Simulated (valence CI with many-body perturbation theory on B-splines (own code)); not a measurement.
# Se²⁰⁺: calculated level list

Computed by valence CI with perturbative core correlation (CI+MBPT): four valence electrons over a frozen Dirac-Fock core [Ne], radial functions for each j: 11 s, 11 p, 10 d, 8 f, 5 g, 2 h, with the one-electron correlation potential Σ1, the two-electron term Σ2, the three-electron term Σ3, Breit, model QED; selected CI, second order for the rest, scaled by the run's own slope (own B-spline code, finite nucleus).

No measured spectrum was set against this ion. As an estimate, levels of excited configurations hold to 0.05 to 0.15 % of their energy, terms of the ground configuration to about 0.5 %. Among the levels kept, up to 790 cm⁻¹ of a level comes from second order outside the variational space, and about a tenth of that is noise between levels of different J, which matters for small intervals.

Levels 1 to 45 of 173, with energies above the lowest level, 3s2 3p2 3P_0. "Leading %" is the weight of the configuration and term that name the level; weights of strongly mixed levels are sums over their largest components and can fall short. In the jj column 3d3/2^4 stands for four electrons in 3d with j = 3/2.

```
No.  Configuration  Term  J  E (cm⁻¹)  Leading %    Second component                   Leading jj      g
  1        3s2 3p2    3P  0         0         86     12 % 3s2 3p2 1S          3s^2 3p1/2^2 (91 %)       
  2        3s2 3p2    3P  1     48945         98                          3s^2 3p1/2 3p3/2 (98 %)  1.499
  3        3s2 3p2    3P  2     71767         64     34 % 3s2 3p2 1D      3s^2 3p1/2 3p3/2 (88 %)  1.324
  4        3s2 3p2    1D  2    142590         63     34 % 3s2 3p2 3P          3s^2 3p3/2^2 (87 %)  1.173
  5        3s2 3p2    1S  0    207140         85     12 % 3s2 3p2 3P          3s^2 3p3/2^2 (90 %)       
  6         3s 3p3   5S°  2    405320         91      7 % 3s 3p3 3P°      3s 3p1/2^2 3p3/2 (47 %)  1.955
  7         3s 3p3   3D°  1    506360         72     12 % 3s 3p3 3P°      3s 3p1/2^2 3p3/2 (52 %)  0.657
  8         3s 3p3   3D°  2    510750         70     14 % 3s 3p3 3P°      3s 3p1/2 3p3/2^2 (59 %)  1.248
  9         3s 3p3   3D°  3    530070         88  10 % 3s2 3p 3d 3D°      3s 3p1/2 3p3/2^2 (88 %)  1.332
 10         3s 3p3   3P°  0    587370         90   9 % 3s2 3p 3d 3P°      3s 3p1/2 3p3/2^2 (90 %)       
 11         3s 3p3   3P°  1    593620         74     12 % 3s 3p3 3D°      3s 3p1/2 3p3/2^2 (66 %)  1.375
 12         3s 3p3   3P°  2    594630         39     21 % 3s 3p3 1D°      3s 3p1/2 3p3/2^2 (36 %)  1.282
 13      3s2 3p 3d   1D°  2    648060         31     28 % 3s 3p3 3P°            3s 3p3/2^3 (45 %)  1.150
 14         3s 3p3   3S°  1    697950         60     30 % 3s 3p3 1P°      3s 3p1/2 3p3/2^2 (61 %)  1.630
 15      3s2 3p 3d   3F°  2    703250         88      8 % 3s 3p3 1D°      3s^2 3p1/2 3d3/2 (65 %)  0.704
 16      3s2 3p 3d   3F°  3    727040         93                          3s^2 3p1/2 3d5/2 (63 %)  1.088
 17         3s 3p3   1P°  1    771710         48     30 % 3s 3p3 3S°            3s 3p3/2^3 (56 %)  1.319
 18      3s2 3p 3d   3F°  4    772270         98                          3s^2 3p3/2 3d5/2 (98 %)  1.249
 19      3s2 3p 3d   3P°  2    785720         48  18 % 3s2 3p 3d 3D°      3s^2 3p1/2 3d5/2 (75 %)  1.297
 20      3s2 3p 3d   3D°  1    797910         56  23 % 3s2 3p 3d 3P°      3s^2 3p1/2 3d3/2 (70 %)  0.838
 21      3s2 3p 3d   3D°  2    835530         34  32 % 3s2 3p 3d 1D°      3s^2 3p3/2 3d3/2 (53 %)  1.062
 22      3s2 3p 3d   3P°  0    841670         88      9 % 3s 3p3 3P°      3s^2 3p3/2 3d3/2 (88 %)       
 23      3s2 3p 3d   3D°  3    847330         79      9 % 3s 3p3 3D°      3s^2 3p3/2 3d5/2 (44 %)  1.304
 24      3s2 3p 3d   3P°  1    849620         58  25 % 3s2 3p 3d 3D°      3s^2 3p3/2 3d3/2 (74 %)  1.189
 25      3s2 3p 3d   3P°  2    858860         38  33 % 3s2 3p 3d 3D°      3s^2 3p3/2 3d5/2 (58 %)  1.290
 26      3s2 3p 3d   1F°  3    917630         90   6 % 3s2 3p 3d 3D°      3s^2 3p3/2 3d5/2 (46 %)  1.020
 27      3s2 3p 3d   1P°  1    944080         79     10 % 3s 3p3 1P°      3s^2 3p3/2 3d5/2 (68 %)  0.981
 28            3p4    3P  2   1011700         47   28 % 3s 3p2 3d 3P       3p1/2^2 3p3/2^2 (59 %)  1.393
 29      3s 3p2 3d    5F  1   1042600         87    5 % 3s 3p2 3d 5D      3s 3p1/2^2 3d3/2 (56 %)  0.141
 30      3s 3p2 3d    5F  2   1052500         83   10 % 3s 3p2 3d 5D  3s 3p1/2 3p3/2 3d3/2 (36 %)  1.062
 31            3p4    3P  0   1062600         46   29 % 3s 3p2 3d 3P       3p1/2^2 3p3/2^2 (44 %)       
 32            3p4    3P  1   1066000         48   37 % 3s 3p2 3d 3P         3p1/2 3p3/2^3 (48 %)  1.423
 33      3s 3p2 3d    5F  3   1067600         79   16 % 3s 3p2 3d 5D  3s 3p1/2 3p3/2 3d3/2 (38 %)  1.296
 34            3p4    1D  2   1084200         47   22 % 3s 3p2 3d 1D         3p1/2 3p3/2^3 (52 %)  1.108
 35      3s 3p2 3d    5F  4   1091500         86   12 % 3s 3p2 3d 5D  3s 3p1/2 3p3/2 3d5/2 (74 %)  1.363
 36      3s 3p2 3d    5D  0   1100200         91          4 % 3p4 3P  3s 3p1/2 3p3/2 3d3/2 (77 %)       
 37      3s 3p2 3d    5D  1   1103400         85          7 % 3p4 3P  3s 3p1/2 3p3/2 3d3/2 (59 %)  1.456
 38      3s 3p2 3d    5D  2   1104300         69    9 % 3s 3p2 3d 5F  3s 3p1/2 3p3/2 3d3/2 (50 %)  1.369
 39      3s 3p2 3d    5D  3   1106600         56   16 % 3s 3p2 3d 5F  3s 3p1/2 3p3/2 3d3/2 (44 %)  1.387
 40      3s 3p2 3d    5F  5   1117300         95    5 % 3s 3p2 3d 3G  3s 3p1/2 3p3/2 3d5/2 (56 %)  1.388
 41      3s 3p2 3d    5D  4   1119900         63   26 % 3s 3p2 3d 3F  3s 3p1/2 3p3/2 3d5/2 (53 %)  1.411
 42      3s 3p2 3d    3F  2   1132300         82    7 % 3s 3p2 3d 5D  3s 3p1/2 3p3/2 3d5/2 (39 %)  0.749
 43      3s 3p2 3d    3F  3   1152100         71   12 % 3s 3p2 3d 5P  3s 3p1/2 3p3/2 3d5/2 (52 %)  1.189
 44      3s 3p2 3d    5P  3   1172500         73   16 % 3s 3p2 3d 5D  3s 3p1/2 3p3/2 3d5/2 (46 %)  1.593
 45      3s 3p2 3d    5P  2   1181400         86    6 % 3s 3p2 3d 3P  3s 3p1/2 3p3/2 3d3/2 (39 %)  1.782
```

Names give the largest LS component (configuration and term), which can be under half, so a name can repeat, a term be missing and a line seem to break the LS rules; names also repeat where a configuration has a term twice.

The ionisation energy to 3s2 3p 2P°_1/2 of the next ion comes out as 844.83 eV (NIST: 845.8 ± 2 eV (semi-empirical)). All 173 levels together are meant to be complete up to 1970900 cm⁻¹.
